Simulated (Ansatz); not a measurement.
# Nudged elastic band run: ClF3H2Zr

The input (input.yaml):

```yaml
crystal:
  periodic: [false, false, false]
  atoms:
    - { symbol: Zr, position_ang: [0.121859, -0.000111, 0.130504] }
    - { symbol: Cl, position_ang: [0.472444, -0.001413, 2.459237] }
    - { symbol: F, position_ang: [1.832969, 0.000915, -0.660687] }
    - { symbol: F, position_ang: [-0.72561, 1.569892, -0.501596] }
    - { symbol: F, position_ang: [-0.724335, -1.570275, -0.502767] }
    - { symbol: H, position_ang: [-2.520198, 0.003247, 0.833925] }
    - { symbol: H, position_ang: [-2.189129, -0.002255, 1.521786] }
basis:
  gaussian: { orbitals: def2-SVP }
hamiltonian:
  xc: pbe0
  dispersion: d4
neb:
  order_check: false
  images: 7
  f_tol: 0.03
  max_iterations: 60
  final_atoms:
    - { symbol: Zr, position_ang: [-0.44193128, -0.00369765, -0.53963747] }
    - { symbol: Cl, position_ang: [-0.20787452, 0.02896719, 3.42944739] }
    - { symbol: F, position_ang: [1.33748157, -0.02088577, 0.08756629] }
    - { symbol: F, position_ang: [-0.80810376, 1.56672239, -1.52009013] }
    - { symbol: F, position_ang: [-0.81975774, -1.54703407, -1.55778794] }
    - { symbol: H, position_ang: [-1.6600957, -0.01796463, 0.86619371] }
    - { symbol: H, position_ang: [-1.13171857, -0.00610746, 2.51471015] }
  initial_path:
    images:
      - { positions_ang: [[0.121859, -0.000111, 0.130504], [0.472444, -0.001413, 2.459237], [1.832969, 0.000915, -0.660687], [-0.72561, 1.569892, -0.501596], [-0.724335, -1.570275, -0.502767], [-2.520198, 0.003247, 0.833925], [-2.189129, -0.002255, 1.521786]] }
      - { positions_ang: [[0.09014913, -2.133e-05, 0.09647656], [0.36066775, -0.00138239, 2.56048617], [1.83848933, 0.00083346, -0.66666361], [-0.78032594, 1.58149573, -0.53973471], [-0.77937954, -1.5814794, -0.54104586], [-2.39964977, 0.00240967, 0.7988964], [-2.06195096, -0.00185574, 1.57198705]] }
      - { positions_ang: [[0.05843926, 6.834e-05, 0.06244912], [0.24889149, -0.00135178, 2.66173533], [1.84400966, 0.00075192, -0.67264022], [-0.83504187, 1.59309946, -0.57787341], [-0.83442408, -1.59268381, -0.57932472], [-2.27910155, 0.00157234, 0.7638678], [-1.93477292, -0.00145648, 1.6221881]] }
      - { positions_ang: [[0.0267294, 0.00015802, 0.02842168], [0.13711524, -0.00132116, 2.7629845], [1.84952999, 0.00067039, -0.67861683], [-0.88975781, 1.60470319, -0.61601212], [-0.88946862, -1.60388821, -0.61760358], [-2.15855332, 0.00073502, 0.7288392], [-1.80759487, -0.00105723, 1.67238915]] }
      - { positions_ang: [[-0.00498047, 0.00024769, -0.00560576], [0.02533899, -0.00129055, 2.86423367], [1.85505031, 0.00058885, -0.68459344], [-0.94447374, 1.61630692, -0.65415082], [-0.94451316, -1.61509262, -0.65588244], [-2.0380051, -0.00010231, 0.6938106], [-1.68041683, -0.00065797, 1.7225902]] }
      - { positions_ang: [[-0.11421817, -0.00073865, -0.13911369], [-0.03296439, 0.00627388, 3.0055371], [1.72565813, -0.00477981, -0.49155351], [-0.91038125, 1.60391079, -0.87063565], [-0.91332431, -1.59807798, -0.88135882], [-1.94352775, -0.00456789, 0.73690638], [-1.54324227, -0.00202034, 1.92062019]] }
      - { positions_ang: [[-0.22345587, -0.00172498, -0.27262162], [-0.09126776, 0.01383832, 3.14684053], [1.59626594, -0.01014846, -0.29851357], [-0.87628875, 1.59151465, -1.08712048], [-0.88213545, -1.58106334, -1.10683519], [-1.8490504, -0.00903347, 0.78000216], [-1.4060677, -0.00338272, 2.11865018]] }
      - { positions_ang: [[-0.33269358, -0.00271132, -0.40612955], [-0.14957114, 0.02140276, 3.28814396], [1.46687375, -0.01551712, -0.10547364], [-0.84219626, 1.57911852, -1.30360531], [-0.8509466, -1.56404871, -1.33231156], [-1.75457305, -0.01349905, 0.82309794], [-1.26889313, -0.00474509, 2.31668017]] }
      - { positions_ang: [[-0.44193128, -0.00369765, -0.53963747], [-0.20787452, 0.02896719, 3.42944739], [1.33748157, -0.02088577, 0.08756629], [-0.80810376, 1.56672239, -1.52009013], [-0.81975774, -1.54703407, -1.55778794], [-1.6600957, -0.01796463, 0.86619371], [-1.13171857, -0.00610746, 2.51471015]] }
```

Command:

```bash
$ ansatz run input.yaml --threads 2 --pin off --max-ram 3072MiB --backend cpu --events-out ev --progress --plain --runs-dir out
```

Output, in part (warnings, iteration lines, the closing report on the highest movable image, with atoms numbered from 0):

```
NEB end point (image 0): max|allowed force component| = 1.409e-3 eV/Å (the criterion of neb.relax_end_points is 1.000e-2)
NEB end point (image 8): max|allowed force component| = 2.619e-2 eV/Å (the criterion of neb.relax_end_points is 1.000e-2)
NEB iter   1: max|band force component| = 3.752e0 eV/Å  barrier→ = 3.0051 eV  barrier← = 1.0774 eV  Δτ_max = 0.2000 Å  (251 SCF iters)
NEB iter   2: max|band force component| = 3.090e0 eV/Å  barrier→ = 2.2242 eV  barrier← = 0.2965 eV  Δτ_max = 0.2000 Å  (225 SCF iters)
NEB iter   3: max|band force component| = 2.968e0 eV/Å  barrier→ = 2.0138 eV  barrier← = 0.0861 eV  Δτ_max = 0.1002 Å  (218 SCF iters)
NEB iter   4: max|band force component| = 1.144e0 eV/Å  barrier→ = 1.9512 eV  barrier← = 0.0236 eV  Δτ_max = 0.2000 Å  (212 SCF iters)
NEB iter   5: max|band force component| = 2.187e0 eV/Å  barrier→ = 2.1802 eV  barrier← = 0.2525 eV  Δτ_max = 0.1013 Å  (226 SCF iters)
NEB iter   6: max|band force component| = 5.240e-1 eV/Å  barrier→ = 1.9721 eV  barrier← = 0.0444 eV  Δτ_max = 0.1315 Å  (214 SCF iters)
NEB iter   7: max|band force component| = 3.282e-1 eV/Å  barrier→ = 1.9412 eV  barrier← = 0.0135 eV  CI = image 7  Δτ_max = 0.2000 Å  (208 SCF iters)
NEB iter   8: max|band force component| = 1.383e0 eV/Å  barrier→ = 2.0059 eV  barrier← = 0.0782 eV  CI = image 6  Δτ_max = 0.1007 Å  (229 SCF iters)
NEB iter   9: max|band force component| = 9.545e-1 eV/Å  barrier→ = 1.9744 eV  barrier← = 0.0468 eV  CI = image 5  Δτ_max = 0.0502 Å  (210 SCF iters)
NEB iter  10: max|band force component| = 4.971e-1 eV/Å  barrier→ = 1.9358 eV  barrier← = 0.0081 eV  CI = image 6  Δτ_max = 0.1055 Å  (214 SCF iters)
NEB iter  11: max|band force component| = 6.524e-1 eV/Å  barrier→ = 1.9594 eV  barrier← = 0.0318 eV  CI = image 7  Δτ_max = 0.0504 Å  (215 SCF iters)
NEB iter  12: max|band force component| = 4.031e-1 eV/Å  barrier→ = 1.9406 eV  barrier← = 0.0130 eV  CI = image 7  Δτ_max = 0.1006 Å  (210 SCF iters)
NEB iter  13: max|band force component| = 2.047e-1 eV/Å  barrier→ = 1.9317 eV  barrier← = 0.0040 eV  CI = image 7  Δτ_max = 0.0802 Å  (209 SCF iters)
NEB iter  14: max|band force component| = 1.419e-1 eV/Å  barrier→ = 1.9292 eV  barrier← = 0.0016 eV  CI = image 7  Δτ_max = 0.0971 Å  (213 SCF iters)
NEB iter  15: max|band force component| = 2.678e-1 eV/Å  barrier→ = 1.9242 eV  barrier← = -0.0035 eV  CI = image 7  Δτ_max = 0.0502 Å  (210 SCF iters)
NEB iter  16: max|band force component| = 1.937e-1 eV/Å  barrier→ = 1.9221 eV  barrier← = -0.0056 eV  CI = image 7  Δτ_max = 0.0499 Å  (212 SCF iters)
NEB iter  17: max|band force component| = 1.277e-1 eV/Å  barrier→ = 1.9229 eV  barrier← = -0.0048 eV  CI = image 7  Δτ_max = 0.0499 Å  (213 SCF iters)
NEB iter  18: max|band force component| = 9.713e-2 eV/Å  barrier→ = 1.9240 eV  barrier← = -0.0037 eV  CI = image 7  Δτ_max = 0.0499 Å  (212 SCF iters)
NEB iter  19: max|band force component| = 1.454e-1 eV/Å  barrier→ = 1.9248 eV  barrier← = -0.0029 eV  CI = image 7  Δτ_max = 0.0250 Å  (214 SCF iters)
NEB iter  20: max|band force component| = 1.202e-1 eV/Å  barrier→ = 1.9254 eV  barrier← = -0.0023 eV  CI = image 7  Δτ_max = 0.0250 Å  (212 SCF iters)
NEB iter  21: max|band force component| = 9.868e-2 eV/Å  barrier→ = 1.9256 eV  barrier← = -0.0021 eV  CI = image 7  Δτ_max = 0.0250 Å  (210 SCF iters)
NEB iter  22: max|band force component| = 7.176e-2 eV/Å  barrier→ = 1.9258 eV  barrier← = -0.0019 eV  CI = image 7  Δτ_max = 0.0499 Å  (211 SCF iters)
NEB iter  23: max|band force component| = 1.222e-1 eV/Å  barrier→ = 1.9266 eV  barrier← = -0.0010 eV  CI = image 7  Δτ_max = 0.0250 Å  (217 SCF iters)
NEB iter  24: max|band force component| = 8.062e-2 eV/Å  barrier→ = 1.9271 eV  barrier← = -0.0006 eV  CI = image 7  Δτ_max = 0.0250 Å  (211 SCF iters)
NEB iter  25: max|band force component| = 9.674e-2 eV/Å  barrier→ = 1.9273 eV  barrier← = -0.0004 eV  CI = image 7  Δτ_max = 0.0125 Å  (211 SCF iters)
NEB iter  26: max|band force component| = 9.091e-2 eV/Å  barrier→ = 1.9274 eV  barrier← = -0.0002 eV  CI = image 7  Δτ_max = 0.0125 Å  (196 SCF iters)
NEB iter  27: max|band force component| = 7.279e-2 eV/Å  barrier→ = 1.9276 eV  barrier← = -0.0001 eV  CI = image 7  Δτ_max = 0.0125 Å  (187 SCF iters)
NEB iter  28: max|band force component| = 4.873e-2 eV/Å  barrier→ = 1.9276 eV  barrier← = -0.0001 eV  CI = image 7  Δτ_max = 0.0125 Å  (185 SCF iters)
NEB iter  29: max|band force component| = 3.942e-2 eV/Å  barrier→ = 1.9276 eV  barrier← = -0.0000 eV  CI = image 7  Δτ_max = 0.0125 Å  (181 SCF iters)
NEB iter  30: max|band force component| = 4.157e-2 eV/Å  barrier→ = 1.9276 eV  barrier← = -0.0000 eV  CI = image 7  Δτ_max = 0.0062 Å  (173 SCF iters)
NEB iter  31: max|band force component| = 3.867e-2 eV/Å  barrier→ = 1.9276 eV  barrier← = -0.0000 eV  CI = image 7  Δτ_max = 0.0063 Å  (171 SCF iters)
NEB iter  32: max|band force component| = 4.301e-2 eV/Å  barrier→ = 1.9276 eV  barrier← = -0.0001 eV  CI = image 7  Δτ_max = 0.0062 Å  (164 SCF iters)
NEB iter  33: max|band force component| = 3.933e-2 eV/Å  barrier→ = 1.9276 eV  barrier← = -0.0000 eV  CI = image 7  Δτ_max = 0.0062 Å  (166 SCF iters)
NEB iter  34: max|band force component| = 2.638e-2 eV/Å  barrier→ = 1.9276 eV  barrier← = -0.0000 eV  CI = image 7  Δτ_max = 0.0000 Å  (454 SCF iters)
Total energy: -21970.29211504 eV, -807.3933432290 hartree
Atom 0 at    -0.453414    -0.007834    -0.540099 Å, force     0.004562     0.001674     0.000638 eV/Å
Atom 1 at    -0.174648     0.035106     3.423949 Å, force    -0.006917     0.001350    -0.007070 eV/Å
Atom 2 at     1.331586    -0.027937     0.070293 Å, force    -0.003646    -0.002308    -0.001569 eV/Å
Atom 3 at    -0.824139     1.561555    -1.520046 Å, force     0.000048    -0.001320     0.000776 eV/Å
Atom 4 at    -0.844818    -1.551779    -1.552071 Å, force     0.000137     0.003547     0.000652 eV/Å
Atom 5 at    -1.657876    -0.014974     0.877675 Å, force    -0.001576    -0.004497    -0.000319 eV/Å
Atom 6 at    -1.108691     0.005862     2.520701 Å, force     0.007392     0.001556     0.006892 eV/Å
Dipole moment:    -0.170702    -0.006662    -0.237856 e Å
```

The run converged. The highest image is an end point: on this band no image between the ends rises above it. The orbitals stay closed-shell, which can raise the energy where a bond breaks towards radicals; this wasn't checked here.

Final band (atoms are numbered from 1 in the order of the input):

```json
{"image": "0", "path coordinate (Å)": "0.00", "energy (eV)": "0.00", "Zr1–Cl2 (Å)": "2.35", "H6–H7 (Å)": "0.76", "Cl2–H7 (Å)": "2.82"}
{"image": "1", "path coordinate (Å)": "0.67", "energy (eV)": "0.05", "Zr1–Cl2 (Å)": "2.36", "H6–H7 (Å)": "0.76", "Cl2–H7 (Å)": "2.67"}
{"image": "2", "path coordinate (Å)": "1.34", "energy (eV)": "0.21", "Zr1–Cl2 (Å)": "2.38", "H6–H7 (Å)": "0.77", "Cl2–H7 (Å)": "2.42"}
{"image": "3", "path coordinate (Å)": "2.00", "energy (eV)": "0.62", "Zr1–Cl2 (Å)": "2.47", "H6–H7 (Å)": "0.80", "Cl2–H7 (Å)": "2.05"}
{"image": "4", "path coordinate (Å)": "2.67", "energy (eV)": "1.51", "Zr1–Cl2 (Å)": "2.75", "H6–H7 (Å)": "1.03", "Cl2–H7 (Å)": "1.57"}
{"image": "5", "path coordinate (Å)": "3.34", "energy (eV)": "1.81", "Zr1–Cl2 (Å)": "3.23", "H6–H7 (Å)": "1.61", "Cl2–H7 (Å)": "1.32"}
{"image": "6", "path coordinate (Å)": "4.00", "energy (eV)": "1.90", "Zr1–Cl2 (Å)": "3.74", "H6–H7 (Å)": "1.71", "Cl2–H7 (Å)": "1.30"}
{"image": "7", "path coordinate (Å)": "4.67", "energy (eV)": "1.93", "Zr1–Cl2 (Å)": "3.97", "H6–H7 (Å)": "1.73", "Cl2–H7 (Å)": "1.30"}
{"image": "8", "path coordinate (Å)": "4.68", "energy (eV)": "1.93", "Zr1–Cl2 (Å)": "3.98", "H6–H7 (Å)": "1.73", "Cl2–H7 (Å)": "1.30"}
```

Time of the run: 10 min on 2 threads of AMD EPYC 7R43 64-Core Processor (Zen 3), on a shared host, peak memory 0.26 GiB.
